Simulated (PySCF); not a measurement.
## Identify the compound

An unknown has the formula C8H14Si. Its calculated NMR data are:

1H NMR (400 MHz, computed): δ 6.57 (t, 1H), 4.24 (s, 3H), 3.07 (d, 2H), 2.02 (m, 2H), 1.51 (t, 1H), 1.34 (m, 2H), 1.09 (t, 3H).

13C{1H} NMR (computed): δ 155.0, 133.4, 87.2, 77.1, 41.4, 33.5, 28.1, 17.2.

- coordinates at the GFN2-xTB level
- σ from GIAO-PBE0/pcSseg-1
- program: PySCF 2.14
- no solvent, relativity neglected, one conformer, equivalent nuclei averaged

δ = σ(ref) − σ, references computed at the same level: 1H, 13C against TMS.

Task: Which of these isomers gave the spectra?
A. C#CC/C([SiH3])=C/CCC
B. CC1=C[C@@H]1[C@]1(C)CC[SiH2]1
C. C#CC/C([SiH3])=C\CCC

Result: A. 

1. The formula gives 3 degrees of unsaturation (no ring in the answer).
2. 8 carbon signals for 8 carbons: no two carbons are equivalent.
3. Carbon types of the structure: 2 × C, 2 × CH, 3 × CH2, 1 × CH3, leaving 3 H on heteroatoms.
4. δC 155.0: alkene CH; the olefinic region.
5. δC 133.4: fully substituted alkene carbon; as expected for a trigonal carbon in a double bond.
6. δC 87.2: alkyne carbon; the triple bond shields along its axis, which puts it between sp3 and sp2 carbons.
7. δC 77.1: terminal alkyne carbon; sp carbons lie upfield of alkene carbons because the cylindrical π system leaves one tensor component strongly shielded.
8. δH 6.57: hydrogen on an alkene CH; a vinylic proton, deshielded by the sp2 carbon and the C=C anisotropy.

The others: C#CC/C([SiH3])=C\CCC has carbons computed at 158.4, 136.6, 87.5, 75.2, 36.3, 25.3, 22.2, 14.6; CC1=C[C@@H]1[C@]1(C)CC[SiH2]1 would give 10 signals for carbon-bound and other non-exchanging H, not 7.

Shifts are as computed. Against solution values, carbons near 30 ppm lie about +3 ppm off and those near 130 ppm about +5 ppm. Of 1211 compounds with measured shifts, 218 miss one by over three times the rms of a fit or turn the order of signals round; such compounds aren't used in these exercises. Multiplicities follow the n + 1 count of equivalent neighbours, as no J values were calculated; m marks all less simple cases, F and P coupling included.
